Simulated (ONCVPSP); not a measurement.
## Varying the ONCV potential for Ni (Z = 28)

Base potential:

* Element: nickel
* Generator: ONCVPSP 4.0.1
* Type: optimised norm-conserving Vanderbilt (ONCV)
* Functional: PBE
* Relativity: scalar-relativistic
* Frozen core: [Ne]
* Valence charge: 18
* Reference configuration: 3s2 3p6 3d8 4s2
* Partial waves: 3s+4s: rc 1.40 bohr, ncon 3, nbas 6, qcut 8.4 1/bohr, 2 projectors; 3p: rc 1.10 bohr, ncon 5, nbas 10, qcut 15.4 1/bohr, 2 projectors, debl 1 Ha; 3d: rc 1.25 bohr, ncon 4, nbas 8, qcut 13.4 1/bohr, 2 projectors, debl 0.8 Ha; f scattering state at 0.36 Ha: rc 1.10 bohr, ncon 4, nbas 8, qcut 10.9 1/bohr, 2 projectors, debl 2 Ha
* Local potential: polynomial inside 1.00 bohr (lpopt 5, dvloc0 0 Ha)
* Core correction: polynomial model core, fcfact 0.3

In the p channel the program set the typed energies aside and used -2.623, 0.250 Ha.

Cutoffs, loose and tight: the cutoffs (Ha) at which the residual kinetic energy of the hardest occupied pseudo-wave falls to 1 and 0.1 mHa per electron. They do not see the model core or the augmentation charge, which bear on the density cutoff. Test errors are all-electron minus pseudo excitation energies from the reference, over the configurations 3s2 3p6 3d8 4s1; 3s2 3p6 3d8 4s0; 3s2 3p6 3d7 4s0; 3s1 3p6 3d8 4s2. A dash means not determined; rows that change the core or the reference have their own tests.

```csv
change,outcome,"cutoff, loose","cutoff, tight",bound ghosts,GHOST(+) flags above zero,largest test error (meV)
base,"generated, projector energies reset by the program",67 Ha,80 Ha,none,none,-395
f: qcut 6.6,"failed: ERROR pspot: first pseudo wave function has node, program will stop",–,–,–,–,–
"core [Ar], valence charge 10; reference 3d8; waves now s scattering state at 0.37 Ha: rc 1.05 bohr, ncon 3, nbas 7, qcut 7.5 1/bohr, 2 projectors, debl 1.8 Ha; p scattering state at 0.16 Ha: rc 1.10 bohr, ncon 4, nbas 7, qcut 6.4 1/bohr, 2 projectors, debl 1.1 Ha; 3d: rc 1.00 bohr, ncon 4, nbas 9, qcut 14.6 1/bohr, 2 projectors, debl 2.6 Ha; f scattering state at 0.31 Ha: rc 0.75 bohr, ncon 4, nbas 9, qcut 15.8 1/bohr, 2 projectors, debl 0.7 Ha; local potential polynomial inside 0.60 bohr (lpopt 3, dvloc0 4 Ha)","failed: ERROR pspot: first pseudo wave function has node, program will stop",–,–,–,–,–
s: qcut 11.2; p: qcut 20.5; d: qcut 17.8; f: qcut 14.5,"failed: ERROR pspot: first pseudo wave function has node, program will stop",–,–,–,–,–
"local potential polynomial inside 1.05 bohr (lpopt 2, dvloc0 0 Ha)","generated, projector energies reset by the program",67 Ha,80 Ha,none,none,-395
"f: ncon 3, nbas 7","generated, projector energies reset by the program",67 Ha,80 Ha,none,none,-395
```

(1) What comes out with this change to the base: core correction none?

## Answers

(1) outcome: generated, projector energies reset by the program; cutoff, loose: 67 Ha; cutoff, tight: 80 Ha; bound ghosts: none; GHOST(+) flags above zero: none; largest test error (meV): -269.
